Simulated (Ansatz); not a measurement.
Born–Oppenheimer molecular dynamics of CH4OZn (7 atoms, charge 0, multiplicity 1). It starts from a relaxed structure.

The calculation used RKS B3LYP/def2-SVP in Ansatz.

- ensemble: NVT, Langevin thermostat
- time step: 0.5 fs
- steps asked: 166
- set temperature: 300 K
- friction: 0.01 /fs
- seed: 291787

First frame:

```xyz
7
Properties=species:S:1:pos:R:3
Zn -0.083 -0.028 -0.030
O -0.023 -0.009 1.754
H -0.842 -0.257 2.200
C -0.003 -0.002 -1.966
H 0.291 -0.987 -2.362
H -0.982 0.262 -2.398
H 0.733 0.740 -2.313
```

(1) How far do the bonds stretch over the last three quarters of this one trajectory? (Pairs bonded in most of those frames.)

Results:

(1) 
```tsv
bond	mean (Å)	spread (Å)	shortest	longest
Zn1–O2	1.795	0.036	1.73	1.84
Zn1–C4	1.926	0.029	1.88	1.97
O2–H3	0.969	0.024	0.93	1.01
C4–H5	1.103	0.023	1.06	1.15
C4–H6	1.101	0.018	1.07	1.14
C4–H7	1.104	0.012	1.08	1.12
```

Mean temperature of the second half: 186 K. The mean temperature of the second half is 38 % below the set value. A run of 0.083 ps of so small a system gives no equilibrium averages.

Time of the run: 7.9 min on 2 threads of Arm Neoverse N1, on a shared host, peak memory 0.15 GiB.
